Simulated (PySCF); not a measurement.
Numbering as in the mapped SMILES `[CH3:1][P:2]([CH3:3])(=[O:4])[c:5]1[cH:6][cH:7][cH:8][s:9]1`. Each H is labelled by its parent atom.

Geometry: PBE0-D3(BJ)/def2-SVP; GIAO shifts from PySCF 2.14, gas phase, non-relativistic, averaged over equivalent atoms.

At KT2/pcSseg-1 (212 basis functions, 59 s wall time on 1 thread of an Arm Neoverse V1, shared host):
```csv
atoms,δ (ppm)
C5,132.7
C6,131.4
C8,127.2
C7,122.2
C1/C3,23.2
P2,-8.0
O4,117.3
S9,213.6
H(C6),7.74
H(C8),7.24
H(C7),7.04
H(C1)/H(C3),1.45
```

Chemical shifts δ = σref − σ; ¹³C (σ = 183.22 ppm) and ¹H (σ = 31.18 ppm) against TMS; ³¹P (σ = 325.43 ppm) against H3PO4; ¹⁷O (σ = 330.66 ppm) against H2O; ³³S (σ = 518.69 ppm) against CS2, all at this level.

Estimate the result of repeating the calculation with PBE0/pcSseg-1.

Results:


| atoms | δ at PBE0/pcSseg-1 | change |
| --- | --- | --- |
| C5 | 144.2 | +11.5 |
| C6 | 143.7 | +12.3 |
| C8 | 140.0 | +12.8 |
| C7 | 132.5 | +10.3 |
| C1/C3 | 22.9 | -0.3 |
| P2 | -5.6 | +2.4 |
| O4 | 103.4 | -13.9 |
| S9 | 219.4 | +5.8 |
| H(C6) | 7.97 | +0.23 |
| H(C8) | 7.47 | +0.23 |
| H(C7) | 7.20 | +0.16 |
| H(C1)/H(C3) | 1.43 | -0.02 |

References, each an isolated molecule treated in the same way: ¹³C (σ = 184.41 ppm), ¹H (σ = 31.27 ppm) vs TMS; ³¹P (σ = 310.13 ppm) against H3PO4; H2O for ¹⁷O (σ = 334.56 ppm); ³³S (σ = 495.66 ppm) against CS2.

The largest change is at O4 (P=O oxygen). Cost: 212 basis functions, 43 s wall time on 1 thread of an Arm Neoverse V1, shared host. The order of the carbon signals is the same at both levels.

Experimental scales use liquid or dissolved standards, which lie at an offset from isolated H2O (liquid H2O: subtract about 36 ppm) and H3PO4.
